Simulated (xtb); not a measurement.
Zn(Me)(NH2) (CH5NZn), SMILES [CH3][Zn][NH2]. All values are semi-empirical tight-binding results from xtb (GFN2-xTB unless named), good for trends rather than for accurate numbers. The structure is a stationary point at GFN2-xTB. Other conformers were not sampled.

Optimised geometry:

```xyz
8

Zn    -0.0957    -0.0649     0.0049
C     -0.2433     1.5548    -1.1762
H     -1.0451     2.2165    -0.8689
H     -0.4198     1.2901    -2.2129
H      0.6834     2.1181    -1.1336
N      0.5872    -1.3306     1.1668
H      0.7750    -2.2719     0.8514
H      0.2278    -1.4212     2.1068
```

The geometry has at least one imaginary mode, so it is a saddle point at that level.

For metal compounds this method's bond lengths and energies can be far off.

* **point group as xtb finds it**: Cs
* **orbital gap**: 3.87 eV

Computed atomic charges and the Wiberg bond orders between heavy atoms:
charges (e) Zn1 0.26, C2 -0.20, H3 0.04, H4 0.04, H5 0.05, N6 -0.47, H7 0.14, H8 0.14. Bond orders Zn1–C2 0.79, Zn1–N6 0.89.
